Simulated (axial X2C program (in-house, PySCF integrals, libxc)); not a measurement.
## Worked dissociation energy of CSe⁺: HF, scalar-relativistic

Computed with an in-house relativistic program for diatomic molecules. Spin-free means the one-electron spin-free X2C Hamiltonian. Basis: Se dyall-cv3z [8s9p6d4f1g], C dyall-v3z [7s6p2d1f] (cores contracted in-house); Gaussian nuclei, density fitting, unrestricted open shells. Masses: Se 79.917 u, C 12.000 u.

Molecular state: M_S = 1/2, Λ = 0 (beyond evenly filled blocks: σα).

* E(Se+) (2M_S = 3, M_L = 0): -2427.834269 hartree
* E(C) (2M_S = 2, M_L = 0): -37.708581 hartree
* E(CSe⁺) at Re: -2465.627495 hartree
* ωe: 987.2 cm⁻¹
* ωexe: 4.36 cm⁻¹

(1) Work out De and D0.

Occupations by symmetry block were frozen at the best pattern of an incomplete PBE0 search. Dissociation energies refer to the lowest single-determinant-based atoms at the same level and basis. The determinant is spin-polarised beyond a pure state at some levels (its spin-free form has ⟨S²⟩ too high), which makes Re and μ there less reliable.

Hartree–Fock lacks correlation and underbinds, often by eV.

Each atomic determinant is the lowest at this level and need not be a pure term. Totals compare only within one Hamiltonian and basis.

## Answers

(1) De = -2427.834269 + (-37.708581) − (-2465.627495) = 0.08465 hartree = 2.303 eV. The zero-point energy is ωe/2 − ωexe/4 = 493 cm⁻¹ = 0.061 eV, so D0 = 2.242 eV.
